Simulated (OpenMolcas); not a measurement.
Computed levels of 3s² 3p² in ions with 14 electrons, in cm-1 above ³P₀.

```json
{
  "Program": "OpenMolcas",
  "Method": "CASSCF",
  "Basis": "ANO-R3",
  "Scalar Hamiltonian": "X2C, finite nucleus",
  "Spin-orbit coupling": "RASSI with atomic mean-field integrals over the reference wave functions, term energies averaged over their components"
}
```

Active space for each ion: 4 electrons in 4 orbitals (3s 3p).

| Level | P+ | Cl3+ | Ar4+ |
| --- | --- | --- | --- |
| ³P₁ | 145 | 446 | 700 |
| ³P₂ | 417 | 1230 | 1880 |
| ¹D₂ | 11681 | 16837 | 19450 |
| ¹S₀ | 20861 | 30738 | 35678 |

Question: Estimate ³P₂, ¹D₂, ¹S₀ for S2+ from its neighbours P+ and Cl3+.

Answer: ³P₂ is fine structure, which grows about as the fourth power of a screened charge, so the fourth roots are averaged: ((417^0.25 + 1230^0.25) / 2)^4 = 743. The calculation gives 754, so the estimate is off by -1.5 %; the measured value is 833 (NIST levels in Podobedova, Kelleher and Wiese, J. Phys. Chem. Ref. Data 38, 171 (2009)).
¹D₂ is another term, which grows about linearly with the charge: (11681 + 16837) / 2 = 14259. The calculation gives 14288, so the estimate is off by -0.2 %; the measured value is 11323 (NIST levels in Podobedova, Kelleher and Wiese, J. Phys. Chem. Ref. Data 38, 171 (2009)).
¹S₀ is another term, which grows about linearly with the charge: (20861 + 30738) / 2 = 25800. The calculation gives 25859, so the estimate is off by -0.2 %; the measured value is 27161 (NIST levels in Podobedova, Kelleher and Wiese, J. Phys. Chem. Ref. Data 38, 171 (2009)).

Without dynamic correlation excited terms often stand tens of per cent too high (terms of higher spin than the ground term too low), and those without a measured partner can miss by more than the paired ones (holds for P+). Computed and measured levels are paired by configuration, term and J; levels that our copy of the source lacks, or whose pairing is in doubt (as where it misses far off the trend of its configuration), stay unpaired and out of the deviations. Levels of configurations outside the active space are missing.
